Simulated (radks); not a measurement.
Sc-, configuration [Ar] 3d2 4s2. Calculated with a radial shooting solver on a logarithmic mesh with Libxc functionals: scalar-relativistic Kohn-Sham, LDA (Slater exchange, VWN5 correlation), spin-polarised, spherical densities, finite nucleus; open shells are filled with parallel spins first; Fermi nuclear charge, rms radius 3.5459 fm; hard spherical wall at 12 bohr.

Radial electron density D(r) = 4 pi r^2 rho(r):

| r (bohr) | D(r) (e/bohr) | spin D(r) |
|---|---|---|
| 0.007047 | 3.006 | 0.0000267 |
| 0.008074 | 3.767 | 0.0000330 |
| 0.00925 | 4.691 | 0.0000405 |
| 0.0106 | 5.801 | 0.0000489 |
| 0.01214 | 7.115 | 0.0000582 |
| 0.01391 | 8.646 | 0.0000676 |
| 0.01594 | 10.39 | 0.0000763 |
| 0.01826 | 12.34 | 0.0000823 |
| 0.02075 | 14.33 | 0.0000831 |
| 0.02378 | 16.54 | 0.0000746 |
| 0.02724 | 18.75 | 0.0000501 |
| 0.03121 | 20.83 | 8.34e-07 |
| 0.03575 | 22.63 | -0.0000856 |
| 0.04096 | 23.97 | -0.000225 |
| 0.04693 | 24.70 | -0.000436 |
| 0.05377 | 24.72 | -0.000741 |
| 0.0616 | 24.01 | -0.00116 |
| 0.07057 | 22.72 | -0.00169 |
| 0.08086 | 21.10 | -0.00233 |
| 0.0919 | 19.63 | -0.00297 |
| 0.1053 | 18.56 | -0.00355 |
| 0.1206 | 18.37 | -0.00378 |
| 0.1382 | 19.26 | -0.00320 |
| 0.1583 | 21.09 | -0.00111 |
| 0.1814 | 23.38 | 0.00351 |
| 0.2078 | 25.38 | 0.0120 |
| 0.2381 | 26.25 | 0.0263 |
| 0.2728 | 25.38 | 0.0483 |
| 0.3125 | 22.66 | 0.0803 |
| 0.3552 | 18.81 | 0.121 |
| 0.4069 | 14.25 | 0.179 |
| 0.4662 | 10.29 | 0.250 |
| 0.5341 | 7.802 | 0.335 |
| 0.612 | 7.019 | 0.429 |
| 0.7011 | 7.523 | 0.524 |
| 0.8032 | 8.462 | 0.611 |
| 0.9203 | 8.987 | 0.676 |
| 1.054 | 8.624 | 0.712 |
| 1.208 | 7.396 | 0.715 |
| 1.384 | 5.687 | 0.690 |
| 1.573 | 4.068 | 0.645 |
| 1.802 | 2.669 | 0.584 |
| 2.065 | 1.731 | 0.515 |
| 2.365 | 1.204 | 0.444 |
| 2.71 | 0.9485 | 0.374 |
| 3.105 | 0.8240 | 0.307 |
| 3.557 | 0.7357 | 0.243 |
| 4.075 | 0.6392 | 0.184 |
| 4.669 | 0.5264 | 0.134 |
| 5.349 | 0.4064 | 0.0943 |
| 6.079 | 0.2984 | 0.0664 |
| 6.965 | 0.1979 | 0.0449 |
| 7.98 | 0.1163 | 0.0287 |
| 9.142 | 0.05488 | 0.0153 |
| 10.47 | 0.01485 | 0.00463 |

D(r) has 3 maxima, at r = 0.0504, 0.240, 0.935 bohr, and minima at 0.116, 0.612 bohr, inside which lie 2.15, 10.40 electrons.
